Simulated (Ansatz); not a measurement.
`[NH]=[Mo](=[NH])([NH2])[F]` and `[NH]=[W](=[NH])([NH2])[F]` differ in one element.

Ansatz, PBE0-D4/def2-TZVP geometries, multiplicity 1. Each molecule was computed in one conformer, which needn't be the lowest.

Elements past krypton have def2 core potentials.

```
                                      property  `[NH]=[Mo](=[NH])([NH2])[F]`
zero-point energy (PBE0-D4/def2-TZVP) / kJ/mol                         146.7
         HOMO–LUMO gap (B3LYP/def2-TZVPP) / eV                          5.95
         HOMO energy (ωB97M-V/def2-TZVPP) / eV                         -9.95
           LUMO energy (B3LYP/def2-TZVPP) / eV                         -1.53
             LUMO energy (PBE/def2-TZVPP) / eV                         -2.05
           HOMO–LUMO gap (PBE/def2-TZVPP) / eV                          4.34
```

(1) What does the change do to each property? (Estimate.)

Results:

(1) The calculation gave: 
```tsv
property	`[NH]=[W](=[NH])([NH2])[F]`	shift
zero-point energy (PBE0-D4/def2-TZVP) / kJ/mol	147.6	0.9
HOMO–LUMO gap (B3LYP/def2-TZVPP) / eV	6.51	0.56
HOMO energy (ωB97M-V/def2-TZVPP) / eV	-9.95	0.00
LUMO energy (B3LYP/def2-TZVPP) / eV	-0.95	0.58
LUMO energy (PBE/def2-TZVPP) / eV	-1.51	0.54
HOMO–LUMO gap (PBE/def2-TZVPP) / eV	4.86	0.52
```

B3LYP here is the variant with VWN-RPA as its local correlation; programs differ in this.
